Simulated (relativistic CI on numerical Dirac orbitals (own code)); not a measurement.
# One change at a time: Lu⁶²⁺

Base calculation: Dirac-Coulomb-Breit CI, KLI orbitals optimised for each configuration, a model potential for QED, unscaled Slater integrals.

CI space (outside the closed core 1s2): 2s²2p⁵, 2s2p⁶, 2p⁶3s, 2p⁶3p, 2s²2p⁴3s, 2p⁶3d, 2s²2p⁴3p, 2s²2p⁴3d, 2s2p⁵3s, 2s2p⁵3p, 2s2p⁵3d, 2s²2p⁴4s, 2s²2p⁴4p, 2s²2p⁴4d, 2s²2p⁴4f, 2s²2p³3s². Levels of other configurations are missing.

The lowest level and the first level of each name with at least 55 % of one term (blank where a level has no safe partner in the second run):

| Level | Base (eV) | Shift (eV) |
| --- | --- | --- |
| 2s²2p⁵ ²P°3/2 | 0.00 | 0.00 |
| 2s²2p⁵ ²P°1/2 | 1149.27 | +13.29 |
| 2s2p⁶ ²S1/2 | 1599.41 | -1.50 |
| 2s²2p⁴3s ⁴P5/2 | 7757.05 | +16.08 |
| 2s²2p⁴3s ²P3/2 | 7767.56 | +15.57 |
| 2s²2p⁴3s ²S1/2 | 7818.28 | +8.18 |
| 2s²2p⁴3p ²P°1/2 | 7942.99 | +4.16 |
| 2s²2p⁴3p ⁴D°7/2 | 8206.50 | +16.86 |
| 2s²2p⁴3d ²D3/2 | 8405.69 | +9.52 |
| 2s²2p⁴3d ⁴F9/2 | 8421.96 | +20.52 |
| 2s²2p⁴3d ²P1/2 | 8435.38 | +18.23 |
| 2s²2p⁴3s ⁴P3/2 | 8911.08 | +26.05 |
| 2s²2p⁴3s ²P1/2 | 8920.37 | +26.13 |
| 2s²2p⁴3s ²D5/2 | 8931.32 | +33.37 |

At this charge energies of transitions that change n are usually good to better than 1 %, and those within a shell (Δn = 0) to a few per cent.

Task: One thing was changed in a second run, which moved the levels as shown. Which?
A. QED terms removed
B. non-relativistic limit
C. Breit term removed
D. configuration mixing switched off

Result: C. Breit term removed. The Breit term mainly narrows fine-structure intervals, so removing it widens them.

LS names give the leading component of a level, which can be under half, so a name can repeat, a term be missing and a line seem to break the LS rules.
